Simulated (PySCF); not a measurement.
**How methods differ on the ionisation energy of Pd**

Pd [Kr] 4d10 (1S) → Pd⁺ [Kr] 4d9 (2D), as a difference of total energies. All numbers are calculated (PySCF 2.14, scalar relativity by spin-free X2C-1e, in x2c-TZVPPall (8s6p6d2f1g, 79 functions)). Correlated levels: valence and next inner shell: [Ar] 3d10 frozen. The calculations carry no spin-orbit coupling.

```csv
method,ionisation energy (eV)
UHF,6.267
MP2 (valence and next inner shell),8.738
SCS-MP2 (valence and next inner shell),8.403
CCSD (valence and next inner shell),7.983
CCSD(T) (valence and next inner shell),8.154
```

Question: How much does correlation contribute at CCSD(T) (valence and next inner shell)?

Answer: 8.154 − (6.267) = 1.887 eV, measured against UHF.

Errors of the correlated levels include the incompleteness of this basis and the frozen core.

For comparison: 8.512 eV (measured; NIST levels, between the centres of gravity of the two terms).
